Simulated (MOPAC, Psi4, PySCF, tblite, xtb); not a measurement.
Dimer C4H12Ge ··· CH4O (SMILES C[C](C)(C)[GeH3] and CO) at R = 4.34 Å between the centres of mass, closest contact 2.56 Å (lowest of the rigid-body minima from ten starts at GFN2-xTB). Geometry in Å and degrees:

```
Ge
H 1 1.5462
H 1 1.5462 2 108.76
H 1 1.5462 2 108.76 3 118.30
C 1 1.9954 2 110.17 4 120.85
C 5 1.5353 1 108.83 2 179.44
H 6 1.1022 5 111.85 1 -60.60
H 6 1.1022 7 107.85 5 -123.40
H 6 1.1053 7 107.40 8 -115.47
C 5 1.5353 6 110.10 7 58.62
H 10 1.1021 5 111.85 6 -179.82
H 10 1.1022 11 107.85 5 -123.40
H 10 1.1053 11 107.40 12 -115.47
C 5 1.5354 6 110.11 7 -179.80
H 14 1.1021 5 111.85 6 58.61
H 14 1.1022 15 107.85 5 -123.40
H 14 1.1053 15 107.40 16 -115.47
O 3 2.5619 1 82.74 2 58.05
H 18 0.9621 3 89.41 1 -116.82
C 18 1.4207 19 108.71 3 -171.22
H 20 1.0890 18 106.79 19 -179.97
H 20 1.0957 21 108.35 18 -121.03
H 20 1.0957 21 108.35 22 -117.94
```

Computed with: GFN2-xTB (tblite); SAPT0/jun-cc-pVDZ, frozen core (Psi4); PBE/def2-TZVP, counterpoise-corrected (Psi4); PBE-D3(BJ)/def2-TZVP, counterpoise-corrected (Psi4); HF/aug-cc-pVDZ, counterpoise-corrected (Psi4); MP2/aug-cc-pVDZ = DF-MP2/aug-cc-pVDZ, frozen core, counterpoise-corrected (Psi4); SCS-MP2/aug-cc-pVDZ = DF-SCS-MP2/aug-cc-pVDZ, frozen core, counterpoise-corrected in Psi4; AM1, restricted, heats of formation (MOPAC); PM3, restricted, heats of formation (MOPAC); GFN1-xTB (xtb); RKS-B3LYP/6-31G* = restricted B3LYP/6-31G*, spherical d, no counterpoise correction (PySCF); RKS-BP86/6-31G* = PySCF with restricted BP86/6-31G*, spherical d, no counterpoise correction; RKS-B3LYP/LANL2DZ = restricted B3LYP/LANL2DZ, with its core potentials past Ne, no counterpoise correction in PySCF 2.14.0; RKS-B3LYP/3-21G = PySCF with restricted B3LYP/3-21G, no counterpoise correction.

**Question.** What interaction energy does each level give?

**Answer.** 
```json
[
 {"method": "RKS-B3LYP/3-21G", "E_int / kcal/mol": "-6.51"},
 {"method": "GFN1-xTB", "E_int / kcal/mol": "-6.46"},
 {"method": "GFN2-xTB", "E_int / kcal/mol": "-5.76"},
 {"method": "PBE-D3(BJ)/def2-TZVP", "E_int / kcal/mol": "-0.07"},
 {"method": "RKS-B3LYP/6-31G*", "E_int / kcal/mol": "0.16"},
 {"method": "RKS-B3LYP/LANL2DZ", "E_int / kcal/mol": "0.30"},
 {"method": "SAPT0/jun-cc-pVDZ", "E_int / kcal/mol": "0.32"},
 {"method": "RKS-BP86/6-31G*", "E_int / kcal/mol": "0.55"},
 {"method": "AM1", "E_int / kcal/mol": "0.61"},
 {"method": "MP2/aug-cc-pVDZ", "E_int / kcal/mol": "0.68"},
 {"method": "PBE/def2-TZVP", "E_int / kcal/mol": "1.33"},
 {"method": "SCS-MP2/aug-cc-pVDZ", "E_int / kcal/mol": "1.41"},
 {"method": "PM3", "E_int / kcal/mol": "2.95"},
 {"method": "HF/aug-cc-pVDZ", "E_int / kcal/mol": "3.56"}
]
```
